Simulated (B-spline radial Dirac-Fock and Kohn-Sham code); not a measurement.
## Ionisation of each subshell: Mn¹¹⁺

System: manganese as Mn¹¹⁺, configuration [Ne] 3s2 3p2; nuclear rms radius 3.7057 fm (A = 55).

Input file task.json (cfg lists n, l and occupation; rrms is the nuclear radius in fm):

```json
{"items": [{
  "Z": 25,
  "q": 11,
  "cfg": [[1, 0, 2], [2, 0, 2], [2, 1, 6], [3, 0, 2], [3, 1, 2]],
  "A": 55,
  "rrms": 3.7057,
  "do": ["binding"]
}]}
```

Launch: `python xray_run.py task.json out`

These are calculated numbers from a radial B-spline solver; the model is relaxed Dirac-Fock hole states (ΔSCF) with Breit and QED corrections and a finite nucleus. Electron correlation is not included. Energies are counted from the vacuum level.

All terms are in eV, carry their sign (relaxation lowers the binding energy) and add up to the binding energy; ⟨r⟩ is the mean radius of the orbital in the initial state.

```
subshell  −ε (Koopmans)  relaxation  Breit  self-energy  vacuum polarisation  binding energy  ⟨r⟩ (bohr)
       K         6904.9      -25.00  -6.88        -3.43                 0.29          6869.9       0.061
      L1         1097.5       -4.87  -0.48        -0.34                 0.03          1091.9       0.275
      L2          978.7       -6.32  -0.81         0.05                 0.00           971.6       0.242
      L3          967.9       -6.13  -0.52         0.03                 0.00           961.3       0.245
      M1          343.0       -0.45  -0.09        -0.06                 0.00           342.4       0.745
    M2,3          310.4       -0.43  -0.10         0.01                 0.00           309.9       0.748
```

For the deepest level, K (1s), the Breit terms make up -0.100 % of the binding energy, QED -0.046 % and orbital relaxation -0.364 %.

Spin-orbit splittings: 2p 10.30 eV.

Going to the tabulated ground configuration of the next ion removes an electron from M2,3 (3p), computed at 309.9 eV. NIST lists 314.4 ± 0.6 eV as the ionisation energy of this species (semi-empirical), +4.48 eV from the computed value. Where a p, d or f shell is open in either ion the computed value averages over both j values and all terms, while the table refers to the lowest levels; that difference holds spin-orbit splitting (largest in heavy or highly charged ions), term energies where several electrons share open shells, and correlation, and it can reach 10 % or more.
